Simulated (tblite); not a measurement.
Compound: C₈H₁₅P.
Bonds: C1–C2, C2–C3 (double), C3–C4, C4–C5, C4–C6, C3–P7, P7–C8, C8–C9, C2–C9. Hydrogens: H10, H11, H12 on C1; H13 on C4; H14, H15, H16 on C5; H17, H18, H19 on C6; H20 on P7; H21, H22 on C8; H23, H24 on C9.

The geometry is computed with GFN2-xTB (gas phase).

(1) What internal coordinates does the optimisation give?

Results:

(1) 
| bond | length (Å) | order |
| --- | --- | --- |
| C1–C2 | 1.494 | single |
| C2=C3 | 1.334 | double |
| C3–C4 | 1.500 | single |
| C4–C5, C4–C6 | 1.528 | single |
| C3–P7 | 1.842 | single |
| P7–C8 | 1.860 | single |
| C8–C9 | 1.527 | single |
| C2–C9 | 1.508 | single |
| C1–H10, C1–H11, C1–H12 | 1.089 | single |
| C4–H13 | 1.095 | single |
| C5–H14 and 5 like bonds | 1.089 | single |
| P7–H20 | 1.412 | single |
| C8–H21, C8–H22 | 1.093 | single |
| C9–H23, C9–H24 | 1.094 | single |

Bonds in one row agree within 0.01 Å and their mean is given. Orders are formal, as drawn. A selection of angles:
| angle | degrees |
| --- | --- |
| C1–C2–C3 | 127.6 |
| C1–C2–C9 | 116.9 |
| C3–C2–C9 | 115.5 |
| C2–C3–C4 | 128.7 |
| C2–C3–P7 | 113.1 |
| C4–C3–P7 | 118.2 |
| C3–C4–C5 | 109.2 |
| C5–C4–C6 | 110.5 |
| C3–P7–C8 | 89.0 |
| P7–C8–C9 | 106.7 |
| C2–C9–C8 | 107.4 |

Torsions: C1–C2–C3–C4 2° (synperiplanar); C2–C3–C4–C5 110° (anticlinal); C2–C3–P7–C8 -14° (synperiplanar); C3–P7–C8–C9 25° (synperiplanar); P7–C8–C9–C2 -29° (synperiplanar); C1–C2–C9–C8 -160° (antiperiplanar). The mirror-image conformer, all signs reversed, is as good.

P7 (phosphine phosphorus) is pyramidal (angles 95.0°, 94.5° and 89.0°, sum 278.6°, 0.91 Å off the plane of its three neighbours). The C–C distances run from 1.334 Å (C2=C3, drawn double) to 1.529 Å (C4–C5, drawn single), a spread of 0.195 Å. The 5-membered ring C2–C3–P7–C8–C9 has internal angles of 89.0° to 115.5° (sum 532°, against 540° for a flat polygon); it is puckered, 0.14 Å rms from its mean plane, widest ring torsion 29°. Of the pairs four or more bonds apart, H10···H13 is among the closest relative to their van der Waals radii: 2.08 Å, 87 % of the sum of Bondi's values.

Point group: C1 (no symmetry element, even within 0.4 Å). Its GFN2-xTB frequencies are all real (lowest 43 cm⁻¹). The numbers are those of one conformer. 2 starts were optimised and ended at 0.00 and 4.18 kcal/mol (GFN2-xTB); the lowest of these is shown.
